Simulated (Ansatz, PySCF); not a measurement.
Isomers of CH4OSi. Gas-phase values, no solvent. One relaxed conformer stands for each flexible species; it need not be the lowest. Strings in code marks are SMILES.

Quantity: electronic energy of isomers of CH4OSi relative to `C[SiH]=O`, in kcal/mol. The restricted reference of `O=C[SiH3]` and `C=[SiH]O` is unstable towards unrestricted orbitals.

Level 1: frozen-core CCSD(T)/cc-pVQZ // B3LYP-D3(BJ)/def2-TZVP (Ansatz, a first-principles code)
Level 2: frozen-core CCSDT(Q)/6-31g // B3LYP-D3(BJ)/def2-TZVP (Ansatz)
Level 3: BLYP/cc-pVTZ // B3LYP-D3(BJ)/def2-TZVP (Ansatz)
Level 4: PBE-D3(BJ)/def2-TZVP // B3LYP-D3(BJ)/def2-TZVP (PySCF)

| species | level 1 | level 2 | level 3 | level 4 |
|---|---|---|---|---|
| `C1O[SiH2]1` | 25.6 | 31.6 | 27.6 | 25.2 |
| `C=[SiH]O` (C–Si–O–H torsion 0°) | 11.7 | 9.45 | 14.0 | 14.0 |
| `O=C[SiH3]` | 32.3 | 19.4 | 29.8 | 32.0 |
